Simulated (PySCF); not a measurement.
## A search over the determinants of OsF

Unrestricted PBE0; basis Os def2-TZVPP with ECP60, F def2-TZVPP; scalar-relativistic core potentials; PySCF 2.14. Outer shells of the fragments: Os 5d6 6s2; F 2s2 2p5.

Followed along the bond (rough minima from three points):

```json
{"2Ms+1": "4", "unpaired": "π ↑↑, δ ↑", "⟨S²⟩ at the start": "3.76", "R at minimum (Å)": "1.82", "Te (eV)": "0.00"}
{"2Ms+1": "6", "unpaired": "σ ↑↑, π ↑↑, δ ↑", "⟨S²⟩ at the start": "8.75", "R at minimum (Å)": "1.95", "Te (eV)": "0.08"}
{"2Ms+1": "4", "unpaired": "π ↑, δ ↑↑", "⟨S²⟩ at the start": "3.76", "R at minimum (Å)": "1.87", "Te (eV)": "0.30"}
{"2Ms+1": "6", "unpaired": "σ ↑, π ↑↑, δ ↑↑", "⟨S²⟩ at the start": "8.76", "R at minimum (Å)": "1.95", "Te (eV)": "0.34"}
{"2Ms+1": "4", "unpaired": "σ ↑, π ↑, δ ↑", "⟨S²⟩ at the start": "3.75", "R at minimum (Å)": "1.87", "Te (eV)": "0.54"}
{"2Ms+1": "2", "unpaired": "π ↑↑, δ ↓", "⟨S²⟩ at the start": "1.85", "R at minimum (Å)": "1.81", "Te (eV)": "0.84"}
```

Solutions found at the starting distance of 1.840 Å, counted from the lowest of them; the search is not exhaustive and high or unbound solutions are not listed, so other states can lie among these:

```tsv
2Ms+1	unpaired	term	E (eV)	⟨S²⟩	⟨Lz²⟩	μ (D)
4	π ↑↑, δ ↑	⁴Δ	0.00	3.76	4.01	-2.95
6	σ ↑↑, π ↑↑, δ ↑	⁶Δ	0.21	8.75	4.01	-0.84
4	π ↑, δ ↑↑	mixed	0.30	3.76	2.56	-2.86
6	σ ↑, π ↑↑, δ ↑↑	⁶Σ⁺	0.45	8.76	0.00	-0.96
4	σ ↑, π ↑, δ ↑	mixed	0.55	3.75	5.01	-2.87
2	π ↑↑, δ ↓	mixed	0.84	1.85	4.01	-2.57
4	σ ↑, π ↑↑	⁴Σ⁻	0.87	3.76	0.00	-2.91
2	π ↑, δ ↑↓	mixed	0.96	1.76	8.01	-2.75
6	σ ↑↑, π ↑, δ ↑↑	⁶Π	1.15	8.75	1.01	-0.76
2	σ ↓, π ↑↑	mixed	1.28	1.76	0.00	-3.18
4	σ ↓, π ↑↑, δ ↑↑	mixed	1.41	4.76	0.00	-0.44
2	σ ↓, π ↑, δ ↑	mixed	1.42	1.72	4.80	-2.86
2	σ ↑, π ↑, δ ↓	mixed	1.58	1.70	5.08	-2.63
2	σ ↓, π ↑, δ ↑	mixed	1.61	1.85	6.07	-2.45
```

A term symbol is given only where ⟨S²⟩ and ⟨Lz²⟩ are close to those of a pure state; real π, δ and φ orbitals otherwise mix terms. A positive dipole means Os(−)F(+).

Compare the gap between the two lowest followed solutions at the starting distance with the gap between their minima.

At PBE0 the second solution (sextet, unpaired electrons σ ↑↑, π ↑↑, δ ↑) lies +0.21 eV from the first (quartet, unpaired electrons π ↑↑, δ ↑) at 1.840 Å and +0.08 eV at the minima; the two curves relax by different amounts, since their minima lie near 1.95 and 1.82 Å.

Spin–orbit coupling is left out. With d or f electrons several states lie close, and the lowest PBE0 determinant need not be the measured ground state.
